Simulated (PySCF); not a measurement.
SMILES [OH][InH][OH], singlet (PBE0/def2-SVP optimised geometry):

```
6

In    -0.371    -0.277     0.000
H     -1.308    -1.702     0.000
O      1.620    -0.277     0.000
H      1.966     0.623     0.001
O     -1.006     1.620     0.000
H     -1.966     1.702    -0.002
```

Level of theory: PBE0/def2-TZVP, def2 effective core potentials past Kr in PySCF.

What are the frontier orbital energies and the dipole moment?

HOMO-2 -8.72 eV, HOMO-1 -8.69 eV, HOMO -8.26 eV, LUMO -1.13 eV, LUMO+1 -1.08 eV; dipole moment 2.33 D.

On the same geometry PBE/def2-TZVP, def2 effective core potentials past Kr (PySCF 2.14.0) gives HOMO-2 -7.19 eV, HOMO-1 -7.09 eV, HOMO -6.62 eV, LUMO -2.03 eV, LUMO+1 -1.76 eV; dipole moment 2.10 D.
